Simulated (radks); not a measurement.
The potassium anion K- inside a hard spherical wall (all orbitals vanish at R), configuration held at [Ar] 4s2 and not refilled when levels cross. Method: scalar-relativistic Kohn-Sham, r2SCAN, spin-polarised, spherical densities, finite nucleus; meta-GGA in the generalised Kohn-Sham scheme; Fermi nuclear charge, rms radius 3.4349 fm; computed with a radial shooting solver on a logarithmic mesh with Libxc functionals. Eigenvalues in eV for spin up, with the zero of energy where the potential of the charges vanishes at infinity; a dash marks a level that is unbound or too diffuse for the functional's potential to be trusted. A positive occupied level is held by the wall or, in an anion where self-interaction has pushed it up, behind a barrier. The pressure on the wall is -dE/dV.

R (bohr)  E (hartree)  kinetic (hartree)    e(2p)    e(3s)    e(3p)   e(4s)  e(4p, empty)  e(3d, empty)  pressure (GPa)
15         -602.28991            605.940  -279.81  -32.651  -15.338   0.970         2.050         3.131          0.0156
12         -602.28056            605.975  -279.16  -32.004  -14.696   1.394         2.703         4.074          0.0929
10         -602.26136            606.036  -278.29  -31.153  -13.854   2.024         3.633         5.210           0.354
6          -602.02849            606.627  -274.06  -27.130   -9.931   6.899        10.503        10.664            10.7
5          -601.77504            607.272  -271.55  -24.957   -7.852  11.244        16.310        13.667            35.5
3.5        -600.34163            611.356  -260.91  -17.339   -0.310  32.199        41.504        23.968             405
1.5        -557.19657            713.857  -134.57   99.396   123.71  407.06        411.03        149.29          106000
